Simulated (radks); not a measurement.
Spherical jellium clusters: N electrons in a uniform positive sphere of charge N and radius rs N^(1/3), rs = 5.61 bohr. Method: non-relativistic Kohn-Sham, PBE, spin-polarised, spherical densities; computed with a radial shooting solver with Libxc functionals. Levels are named by radial order and angular momentum (1s, 1p, 1d, 2s, ...), and open shells are averaged over m.

N = 3, configuration 1s2 1p(up 1, down 0). This is the lowest configuration that the search found. Occupied and some empty levels:

level,occupation,eigenvalue (eV),<r> (bohr)
1s up,1,-2.8963,5.928
1s down,1,-2.6577,5.487
1p up,1,-1.8944,7.272
1p down,0,-1.5006,7.234
1d up,0,-0.73798,9.096

Energy (eV): total -4.61159, kinetic 3.1557, external -35.647, Hartree 17.662, exchange-correlation -7.9431, background 18.161.

Electron density:

r (bohr),n(r) (e/bohr^3)
0.267,0.002202
1.27,0.002180
2.28,0.002113
3.29,0.001975
4.29,0.001736
5.30,0.001400
6.31,0.001009
7.32,0.0006360
8.32,0.0003444
9.33,0.0001665
10.3,0.00007599
11.3,0.00003410
12.3,0.00001497
13.4,6.497e-06
